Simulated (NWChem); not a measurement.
Species: CH2ClF3Si; SMILES FC[Si](F)(F)Cl

```xyz
8

F     -0.5038    -2.5077     0.0000
C     -1.0683    -1.2563     0.0000
Si     0.2528     0.0687     0.0000
F      1.2000    -0.0511     1.2891
F      1.2000    -0.0511    -1.2891
Cl    -0.6334     1.9022     0.0000
H     -1.7136    -1.1353     0.8887
H     -1.7136    -1.1353    -0.8887
```
Atoms are numbered in this order, from 1.

Computed with NWChem. Pople sets run with spherical d functions. Medium grid unless said otherwise, to which SCAN and Minnesota functionals are sensitive. The geometry was optimised at PBE0/def2-SVP.

For level r2SCAN0/6-31G*:

| Item | Result |
|---|---|
| highest occupied level (eV) | -9.61 |
| orbital gap (eV) | 10.50 |
| dipole (D) | 2.06 |

### Question
What are these values for level KT2/6-31G*?

### Answer
- highest occupied level (eV) = -7.75
- orbital gap (eV) = 7.28
- dipole (D) = 1.91
